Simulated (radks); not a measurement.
The numbers below are computed, except where a source is named.
Excited configurations of Ca+: one electron is placed in a higher orbital outside [Ar]. The ground configuration is [Ar] 4s1. Level of theory: non-relativistic Kohn-Sham, r2SCAN, spin-polarised, spherical densities, point nucleus; open shells are filled with parallel spins first; meta-GGA in the generalised Kohn-Sham scheme (a radial shooting solver on a logarithmic mesh with Libxc functionals). Excitation = E - E(ground); binding = E(ion) - E, where the ion is the core of charge +2; n* = 2/sqrt(2 binding) in atomic units, and the quantum defect is n - n*.

outer orbital,excitation (eV),binding (eV),n*,<r> (bohr)
4d,6.632,5.041,3.286,6.732
4f,8.295,3.378,4.014,9.070
5p,7.230,4.443,3.500,8.943
5d,8.653,3.020,4.245,12.35
6s,8.469,3.204,4.121,12.97
7s,9.575,2.098,5.093,19.82
7p,9.828,1.845,5.431,22.39
7d,10.236,1.437,6.153,27.93

The Delta-SCF ionisation energy is 11.673 eV (NIST Atomic Spectra Database: 11.872 eV, measured). Self-interaction in the functional shifts the binding energies and quantum defects, so they are the method's values and not measured ones.
